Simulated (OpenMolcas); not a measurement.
**As²⁺: the spin-orbit constant, worked from levels**

| Item | Value |
| --- | --- |
| Program | OpenMolcas 26.06 |
| Basis | ANO-R3 [7s6p5d3f2g] |
| Scalar Hamiltonian | X2C, finite nucleus |
| Active space | 1 electron in 9 orbitals (RAS2 4p; RAS3 4d 5s, at most 1 electron) |
| State averaging | 2S+1 = 2 odd, 3 roots; 2S+1 = 2 even, 6 roots |
| Spin-orbit coupling | state interaction with AMFI integrals over the reference wave functions, term energies averaged over their components |

Methods: RASSCF; SS-RASPT2, IPEA 0.25 Eh, imaginary shift 0.1 Eh (closed shells correlated: 3d 4s). Measured levels: Moore, Atomic Energy Levels, vol. II, NSRDS-NBS 35 (1971 reprint of NBS Circular 467, 1952).

**The spin-orbit constant.** For the Hund term ²P° of p1, E(J) = (A/2) J(J+1) + constant and ζ = 2S·A = A. From J = 1/2 to J = 3/2 the energy changes by 1.5 A.

```
   Source  E(3/2) - E(1/2)       A     ζ
   RASSCF           2637.6  1758.4  1758
SS-RASPT2           2637.6  1758.4  1758
 measured           2940.0  1960.0  1960
```

All in cm-1. SS-RASPT2 is off by -10.3 % and RASSCF by -10.3 %. Both methods take the spin-orbit matrix elements from the reference wave functions, so the second can move ζ only through the term energies and any multistate remixing.

With one active electron the reference holds no correlation, so core polarisation is missing (holds for RASSCF). With one active electron, CASPT2 adds the correlation within the correlated inactive shells and between them and that electron, and leaves the splitting within a term as the reference gives it (holds for SS-RASPT2). Measured partners are found by configuration, term and J. A level has none where our copy of the source lacks it or the pairing is in doubt (some pairs that miss far off the trend of their configuration count as doubtful), and it then counts in no deviation. Levels of configurations outside the active space are missing.

° marks odd parity.
